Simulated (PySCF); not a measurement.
Vertical excitation energies

Species: C4H7N3Si.
SMILES with atom numbers: `[CH2:1]=[CH:2][c:3]1[n:4][nH:5][n:6][c:7]1[SiH3:8]` (hydrogens: H9, H10 on C1; H11 on C2; H12 on N5; H13, H14, H15 on Si8)

Geometry (GFN2-xTB, Å), atoms numbered from 1 in this order:
```
atom  x, y, z in Å
C1     2.7147   -0.0329   -0.3316
C2     1.4805   -0.3942   -0.0032
C3     0.3203    0.4378   -0.2128
N4     0.3520    1.6625   -0.7329
N5    -0.9032    2.0463   -0.7432
N6    -1.7646    1.1722   -0.2725
C7    -1.0346    0.1228    0.0828
Si8   -1.8006   -1.4222    0.8105
H9     2.9057    0.9268   -0.7806
H10    3.5600   -0.6780   -0.1636
H11    1.2714   -1.3556    0.4480
H12   -1.1843    2.9510   -1.0912
H13   -1.2155   -1.6467    2.1366
H14   -3.2437   -1.2305    0.8945
H15   -1.4625   -2.5513   -0.0625
```

Computed, not measured: TDDFT PBE0/def2-SVPD, vertical, gas phase, core orbitals frozen in the response (PySCF).

Task: Predict the UV-vis stick spectrum at this level.

Result: 

```json
{"state": "S1", "E (eV)": "5.35", "ν̃ (cm⁻¹)": "43140", "f": "0.263", "main configurations (H = HOMO, L = LUMO)": "H→L (92%)"}
{"state": "S2", "E (eV)": "5.93", "ν̃ (cm⁻¹)": "47810", "f": "0.170", "main configurations (H = HOMO, L = LUMO)": "H→L+1 (81%), H-1→L (12%)"}
{"state": "S3", "E (eV)": "5.93", "ν̃ (cm⁻¹)": "47860", "f": "0.0006", "main configurations (H = HOMO, L = LUMO)": "H-2→L (83%), H-2→L+1 (10%)"}
{"state": "S4", "E (eV)": "6.45", "ν̃ (cm⁻¹)": "51990", "f": "0.0032", "main configurations (H = HOMO, L = LUMO)": "H-3→L (86%)"}
{"state": "S5", "E (eV)": "6.50", "ν̃ (cm⁻¹)": "52460", "f": "0.066", "main configurations (H = HOMO, L = LUMO)": "H-1→L (82%), H→L+1 (12%)"}
{"state": "S6", "E (eV)": "6.64", "ν̃ (cm⁻¹)": "53550", "f": "0.0058", "main configurations (H = HOMO, L = LUMO)": "H→L+2 (94%)"}
{"state": "S7", "E (eV)": "6.75", "ν̃ (cm⁻¹)": "54440", "f": "0.0033", "main configurations (H = HOMO, L = LUMO)": "H-2→L+1 (79%), H-2→L (12%)"}
{"state": "S8", "E (eV)": "6.96", "ν̃ (cm⁻¹)": "56140", "f": "0.0000", "main configurations (H = HOMO, L = LUMO)": "H→L+4 (96%)"}
```

Triplets (Tamm–Dancoff): T1 3.38 eV, H→L (90%); T2 4.77 eV, H→L+1 (78%), H-4→L (9%); T3 4.99 eV, H-1→L+1 (43%), H-1→L (40%).

The lowest singlet comes at 232 nm (516 kJ/mol) in the ultraviolet; it is strong; its leading configuration is HOMO→LUMO (92%). The lowest level is also the most intense of those listed (f = 0.263). S2/S3 lie within about 0.01 eV of each other. Löwdin shares by element: HOMO carbon 57% or more, nitrogen 13% or more (atoms not listed hold the other 30%); LUMO carbon 52% or more, nitrogen 19% or more (atoms not listed hold the other 29%). The oscillator strengths of these states sum to 0.511; summed over the whole spectrum of an exact calculation they would give the number of electrons, 66 (Thomas–Reiche–Kuhn). Of the 8 states listed, 3 reach f = 0.01 and 1 stays under 0.0005. Weighted by f, the mean energy of these states is 5.72 eV. The window holds the lowest 8 singlets.

One conformer stands for the species.
